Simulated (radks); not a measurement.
The numbers below are computed, except where a source is named.
Question: The bromine anion Br-, [Kr], held by a Watson sphere: a shell of charge +0.61 at radius R that stands for the Madelung well of a crystal (potential energy -0.61/R inside, -0.61/r outside, in hartree with lengths in bohr). Code: a radial shooting solver on a logarithmic mesh with Libxc functionals. Model: scalar-relativistic Kohn-Sham, LB94 model potential, spin-polarised, spherical densities, point nucleus. Response by self-consistent Sternheimer equations with the Hartree and adiabatic LDA kernel, the relativistic mass of each level held fixed and spin-orbit coupling left out. The sphere does not respond.

| R (bohr) | e(3d) (eV) | e(4s) (eV) | e(4p) (eV) | <r> 4p (bohr) | sum of <r^2> (bohr^2) | X-ray form factor at sin(theta)/lambda = 0.3 1/angstrom | alpha (bohr^3) |
|---|---|---|---|---|---|---|---|
| 2.6 | -72.127 | -21.131 | -8.950 | 2.179 | 47.91 | 23.899 | 30.18 |
| 2.65 | -72.093 | -21.079 | -8.905 | 2.182 | 48.03 | 23.899 | 30.48 |
| 2.89 | -71.923 | -20.839 | -8.684 | 2.196 | 48.55 | 23.901 | 31.87 |
| 3.13 | -71.747 | -20.610 | -8.466 | 2.208 | 49.01 | 23.903 | 33.22 |
| 4.03 | -71.085 | -19.853 | -7.712 | 2.236 | 50.17 | 23.910 | 37.50 |
| 4.12 | -71.022 | -19.786 | -7.645 | 2.238 | 50.24 | 23.910 | 37.85 |
| 4.24 | -70.940 | -19.699 | -7.557 | 2.240 | 50.34 | 23.910 | 38.28 |
| 4.62 | -70.694 | -19.442 | -7.297 | 2.245 | 50.58 | 23.911 | 39.49 |

Estimate the row for R = 4.63 bohr.

Answer: e(3d) (eV) -70.687; e(4s) (eV) -19.435; e(4p) (eV) -7.291; <r> 4p (bohr) 2.245; sum of <r^2> (bohr^2) 50.59; X-ray form factor at sin(theta)/lambda = 0.3 1/angstrom 23.911; alpha (bohr^3) 39.52.
